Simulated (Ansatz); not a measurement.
An input meant for [AuF4]- (AuF4⁻) (charge -1, singlet).

```yaml
crystal:
  periodic: [false, false, false]
  atoms:
    - {symbol: Au, position_ang: [-0.000002, -0.000003, -0.000030]}
    - {symbol: F, position_ang: [1.933276, -0.027055, 0.004808]}
    - {symbol: F, position_ang: [0.027037, 1.933264, 0.008255]}
    - {symbol: F, position_ang: [-1.933280, 0.027054, -0.004792]}
    - {symbol: F, position_ang: [-0.027031, -1.933269, -0.008242]}
basis:
  gaussian: {orbitals: def2-SVP}
total_charge: -1
hamiltonian: {xc: {name: TPSS}, pseudopotentials: {relativity: scalar}}
scf: {omitted_lower_state_checks: [starts]}
output: {forces: true}
```

```sh
$ ansatz run in.yaml --threads 2 --pin off --events-out ev --progress --plain --max-ram 4352MiB
```

Output, abridged:

```
Error: YAML parse error: error: line 12 column 19: hamiltonian.xc: no functional is named "TPSS"; the names, which are not case-sensitive, are SVWN5, SPW92, PBE, PBE0, PBEsol, revPBE, revPBE0, RPBE, rPW86-PBE, HSE06, wPBEh, LC-wPBE, HISS, HF, BLYP, B3LYP, B3LYP5, BHLYP, CAM-B3LYP, r2SCAN, r2SCANh, r2SCAN0, r2SCAN50, m-r2SCAN, B97, wB97, wB97X, wB97X-V, B97M-V, wB97M-V, B2PLYP, B2GP-PLYP, PBE0-DH, PBE-QIDH
10 |   gaussian: {orbitals: def2-SVP}
11 | total_charge: -1
12 | hamiltonian: {xc: {name: TPSS}, pseudopotentials: {relativity: scalar}}
13 | scf: {omitted_lower_state_checks: [starts]}
14 | output: {forces: true}
```

**Question.** Something in this input is off. What?

**Answer.** The method's name isn't one that the program takes here. The program refused the input.
